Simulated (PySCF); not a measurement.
Telling isomers of C6H14Si2 apart by NMR

Averaged over atoms made equivalent by symmetry, fast rotation or ring inversion, no solvent, no relativistic terms, one computed conformer. Shieldings: GIAO PBE0/pcSseg-1; geometry: PBE0-D3(BJ)/def2-SVP; PySCF.

Scale: 1H (σref 31.27), 13C (σref 184.41) against TMS (reference shieldings calculated alike). Where no couplings were computed, multiplicities follow the n + 1 count of equivalent neighbours, and m marks all less simple cases (inequivalent or close neighbours, rings, F or P nearby). Shifts are as computed. Against solution values, carbons near 30 ppm lie about +2 ppm off and those near 130 ppm about +5 ppm. Of 1309 compounds with measured shifts, 239 miss one by over three times the rms of a fit or turn the order of signals round; such compounds aren't used in these exercises.

(1) Tabulate the signals of `[SiH3]/C=C(/[SiH3])C1CCC1`, `CC(C)(C)[SiH2]C#C[SiH3]` and their relative energies.

(2) What is the quickest way to tell [SiH3]/C=C(/[SiH3])C1CCC1 from CC(C)(C)[SiH2]C#C[SiH3]?

Answers

(1) 
```tsv
SMILES	carbon types	δC	δH	E rel. (kcal/mol)
[SiH3]/C=C(/[SiH3])C1CCC1	1×C 2×CH 3×CH2	174.3, 142.2, 46.1, 30.5, 20.6	6.52 (q, 1H), 4.28 (s, 3H), 4.15 (d, 3H), 3.10 (m, 1H), 2.07 (m, 2H), 2.03 (m, 2H), 1.90 (m, 1H), 1.71 (m, 1H)	9.2
CC(C)(C)[SiH2]C#C[SiH3]	3×C 3×CH3	120.6, 112.9, 27.8, 18.2	4.20 (s, 3H), 4.12 (s, 2H), 1.07 (s, 9H)	0.0
```

Energies are electronic energies at PBE0/pcSseg-1 on these geometries, without zero-point or thermal terms, each for the one conformer computed, which needn't be the lowest.

(2) Count the carbon signals: 5 against 4. The first has an alkene CH at 142.2 ppm, the second an alkyne carbon (C) at 112.9 ppm. Their most deshielded carbons lie at 174.3 and 120.6 ppm. In the proton spectra the most deshielded non-exchanging signals are 6.52 (q, 1H) and 4.20 (s, 3H).
